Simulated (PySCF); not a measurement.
Molecule: ethylbenzene (SMILES CCc1ccccc1).

Bonds (- single, = double, # triple, : aromatic): C1-C2, C2-C3, C3:C4, C4:C5, C5:C6, C6:C7, C7:C8, C8:C3. C1 carries H9, H10, H11; C2 carries H12, H13; C4 carries H14; C5 carries H15; C6 carries H16; C7 carries H17; C8 carries H18.

Frames of a GFN2-xTB Langevin trajectory at 300 K; GIAO PBE0/pcSseg-1 shieldings in PySCF 2.14, gas phase, non-relativistic; equivalent atoms averaged within each frame.

Referencing at the same level of theory: $^{13}$C (σ = 186.93 ppm), $^{1}$H (σ = 31.72 ppm) vs TMS. The references are static minima.

Task: How do the shifts (ppm) fluctuate along the trajectory?

Result: 
```csv
time (fs),C3,C5/C7,C4/C8,C6,C2,C1,H15/H17,H16,H14/H18,H12/H13
optimised geometry,151.4,134.2,133.3,131.0,35.3,22.6,7.60,7.48,7.49,2.65
250,150.5,133.8,132.2,131.5,38.1,24.7,7.71,7.67,7.37,3.45
425,151.2,133.7,131.3,138.0,32.9,22.9,7.87,7.10,6.96,2.98
625,144.8,136.6,131.4,136.9,36.5,13.2,7.93,7.80,7.57,2.77
800,157.2,134.5,138.5,129.1,33.4,23.9,7.54,7.35,7.84,2.13
1000,151.9,133.0,133.4,129.2,29.7,15.3,7.81,7.15,7.46,2.15
mean of frames,151.1,134.3,133.4,132.9,34.1,20.0,7.77,7.41,7.44,2.70
standard deviation,4.4,1.4,3.0,4.2,3.3,5.3,0.15,0.31,0.32,0.56
```

5 frames give an uncertainty of the mean of about the standard deviation over 2.2 at best, since frames this close in time may not be independent; classical motion lacks zero-point vibration, and the reference would need the same averaging.
